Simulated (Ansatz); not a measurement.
Reaction (substitution at a C–Se bond): `CO/C=C\[SeH]` + HCl → `CO/C=C/Cl` + H₂Se

Isolated molecules relaxed with PBE0-D4/def2-TZVP in Ansatz; ΔE leaves out vibrations. CCSD(T)/CBS is the MP2 limit (def2-TZVPP, def2-QZVPP) plus CCSD(T) − MP2 in def2-TZVPP, frozen cores. This one scheme is used for every species. Double bonds are as drawn, so ΔE can hold a change between cis and trans. Functionals use def2-TZVPP. For Se outer-core shells are correlated without core-valence functions, which leaves a few kJ/mol of doubt a bond. Scalar relativity is left out up to krypton. One conformer a species, not always the lowest.

```tsv
level	ΔE (eV)
PBE-D4	0.28
B2PLYP	0.28
PBE	0.24
r2SCAN	0.27
MP2/def2-TZVPP	0.38
SCS-MP2/def2-TZVPP	0.34
CCSD(T)/def2-TZVPP	0.33
SCS-MP2/def2-QZVPP	0.33
```

Q: What does CCSD(T)/CBS give? (Estimate.)

A: The calculation gave: +0.31 eV. The listed levels differ from it by -0.03, -0.03, -0.07, -0.04, 0.07, 0.03, 0.02, 0.02 eV.

Largest T1 diagnostic among the species: 0.012.

The D4 term adds +0.05 eV with B3LYP and +0.03 eV with PBE0; it sums over pairs of atoms, weighted by their polarisabilities, and B3LYP, whose exchange is more repulsive, gets the larger term. In def2-TZVPP, CCSD(T) changes the Hartree–Fock value by +0.12 eV (the triples alone add +0.01 eV) and MP2 by +0.17 eV.

B3LYP here is the variant with VWN-RPA as its local correlation; programs differ in this.
